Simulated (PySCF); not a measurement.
How the method changes the constants of SnH⁺

State: ¹Σ⁺ (singlet), closed shell. Set-up: basis Sn cc-pVDZ-PP with ECP28, H cc-pVDZ; scalar-relativistic core potentials; PySCF 2.14. De refers to Sn⁺ + H in their high-spin ground configurations, without counterpoise correction. A positive dipole points towards H; it is taken about the centre of mass and depends on that origin.

| Level | Re (Å) | ωe (cm⁻¹) | De (eV) | μ (D) |
| --- | --- | --- | --- | --- |
| RHF | 1.748 | 1939 | 1.81 | 0.20 |
| RHF-MP2 | 1.748 | 1897 | 2.45 | n/a |
| RHF-SCS-MP2 | 1.750 | 1887 | 2.53 | n/a |
| RHF-CCSD | 1.757 | 1832 | 2.60 | n/a |
| RHF-CCSD(T) | 1.759 | 1822 | 2.62 | n/a |
| LDA | 1.783 | 1756 | 3.15 | 0.11 |
| PBE | 1.790 | 1748 | 2.73 | -0.03 |
| TPSS | 1.776 | 1803 | 2.89 | -0.06 |
| r²SCAN | 1.768 | 1819 | 2.72 | 0.05 |
| B3LYP | 1.777 | 1793 | 2.77 | -0.04 |
| PBE0 | 1.769 | 1826 | 2.67 | 0.05 |
| LC-ωPBE | 1.747 | 1918 | 2.62 | 0.20 |

(1) Which functional lies closest to RHF-CCSD(T) in De, which farthest, and by how much do they differ from it?

(2) What does the step from GGA to meta-GGA do here, going from PBE to r²SCAN?

(3) What does the gradient correction do here, going from LDA to PBE?

Correlated steps freeze 4 core orbitals. Correlated levels converge slowly with the basis: in double zeta they bind strong bonds too weakly, by up to about 1 eV, and carry superposition errors of some tenths. Spin–orbit coupling is left out, which matters for elements this heavy, above all for dissociation energies. For an ion De counts to the pair picked by the measured ionisation energies or electron affinities, which need not be the lowest pair at this level. Where the molecule has an RHF reference, its open-shell atoms are computed with UHF.

The whole job (state search and all levels along the bond) took about 0.5 min on 1 thread of Arm Neoverse V2 (shared host), peak memory 0.35 GiB.

## Answers

(1) Closest is LC-ωPBE (-1.2 pm in Re, +5.3 % in ωe, +0.00 eV in De against RHF-CCSD(T) in the same basis), farthest LDA (+2.4 pm in Re, -3.6 % in ωe, +0.53 eV in De). CCSD(T) converges more slowly with the basis than the functionals do and binds too weakly in this one, so the order can change at the basis-set limit.

(2) r²SCAN less PBE: -2.2 pm in Re, +4.1 % in ωe, -0.01 eV in De. 

(3) PBE less LDA: +0.7 pm in Re, -0.5 % in ωe, -0.42 eV in De. The gradient correction favours the more uneven density of free atoms, so it tends to lengthen bonds and takes away much of the overbinding of LDA; so it does here.
